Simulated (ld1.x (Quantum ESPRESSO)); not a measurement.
**tin: one change to an ultrasoft potential, before and after**

ld1.x (Quantum ESPRESSO) 7.5 input, shortened:

```
&input
   title='Sn', zed=50., rel=1, dft='PBE', iswitch=3,
   config='[Kr] 4d10 5s2 5p0'
 /
 &inputp
   pseudotype=3, tm=.true., lloc=-1, rcloc=1.30,
   nlcc=.true., new_core_ps=.true., rcore=1.05
 /
6
5S  1  0   2.00   0.00  1.60  2.10  0.0
5S  1  0   0.00  -0.45  1.60  2.10  0.0
5P  2  1   0.00   0.00  1.70  2.30  0.0
5P  2  1   0.00   2.25  1.70  2.30  0.0
4D  3  2  10.00   0.00  1.15  1.60  0.0
4D  3  2   0.00  -2.50  1.15  1.60  0.0
 &test
   configts(1)='4d10 5s2 5p0'
 /
```

All-electron outer shells of the reference configuration (PBE, scalar-relativistic, ld1.x):

```csv
shell,level (eV),outermost node (bohr),outermost maximum (bohr)
4p,-107.15,0.41,0.79
4d,-43.21,0.39,0.88
5s,-26.09,0.98,1.94
5p,-17.79,1.08,2.31
```

Change: all radii but the core radius scaled by about 1.23 (s 2.58, p 2.82, d 1.96 bohr, rcut 1.96/2.08/1.40); local potential all-electron potential smoothed inside 1.60 bohr (lloc = -1).

Cutoffs: the cutoffs (Ry, on a coarse ladder) from which the occupation-weighted sum of valence levels, in a spherical-Bessel basis at the reference potential, stays within 10 and 1 mRy of its value at 400 Ry; they do not see the model core or the augmentation charge, which bear on the density cutoff. Errors are all-electron minus pseudo energies relative to the spin-unpolarised reference configuration.

**Question.** What does the change do?

**Answer.** The potential gets softer (55 Ry and 90 Ry → 30 Ry and 50 Ry); the bound ghosts move from s to p, s; the number of tests with a reliable result goes from 7 to 0 (the test run of the changed file stopped, so its transferability is not established). A larger radius leaves more room for a smooth pseudo-wave, so fewer plane waves are needed.

```tsv
quantity	base	changed
cutoff, loose	55 Ry	30 Ry
cutoff, tight	90 Ry	50 Ry
loose cutoff by channel (10 mRy a level)	s 6 Ry, d 40 Ry	s 6 Ry, d 25 Ry
bound ghosts	s	s, p
tests with a reliable result	7 of 7	0 of 7 (the test run stopped)
lowest overlap eigenvalue by channel	s 0.25, p 0.45, d 1.00	s 0.20, p 0.36, d 0.37
```

 A true bound ghost makes a file unfit for plane-wave use even where its test errors are small: the radial tests pick states by their node count and pass the ghost by.
